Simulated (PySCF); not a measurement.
# P4Se4 realgar

Geometry:
| atom | x (Å) | y (Å) | z (Å) |
| --- | --- | --- | --- |
| P1 | 1.283 | -1.216 | -0.666 |
| Se2 | 1.954 | 0.939 | -0.974 |
| P3 | 0.110 | 1.886 | -0.028 |
| Se4 | 0.513 | 1.069 | 2.060 |
| P5 | 0.256 | -1.124 | 1.497 |
| Se6 | -1.954 | -0.940 | 0.974 |
| P7 | -1.649 | 0.454 | -0.803 |
| Se8 | -0.513 | -1.068 | -2.061 |

Method: GIAO X3LYP/def2-SVP magnetisability, rotational g tensor and spin-rotation constants, non-relativistic, gas phase in PySCF 2.14.0. Geometry: GFN2-xTB.

The calculation is non-relativistic, which matters for the atoms heavier than Zn.

Task: Give the nuclear spin-rotation constants along the inertial axes (H = +C I·J) beside the isotropic shieldings.

Result: Rotational constants 0.4022, 0.4022, 0.2547 GHz. A star marks the isotopologue with that one atom substituted, in its own axes.
| atom | isotope | Caa (kHz) | Cbb (kHz) | Ccc (kHz) | mean (kHz) | σ (ppm) |
| --- | --- | --- | --- | --- | --- | --- |
| P1 | 31P | 0.915 | 0.915 | 0.533 | 0.787 | 62.1 |
| P3 | 31P | 0.915 | 0.914 | 0.532 | 0.787 | 62.2 |
| P5 | 31P | 0.915 | 0.914 | 0.532 | 0.787 | 62.3 |
| P7 | 31P | 0.914 | 0.914 | 0.532 | 0.787 | 62.5 |
| Se2 | 77Se* | 1.117 | 1.025 | 0.608 | 0.917 | 807.2 |

Where two moments of inertia are equal or nearly so, the constants along those axes are given as their average.
For the geometry as given, no vibrational averaging.
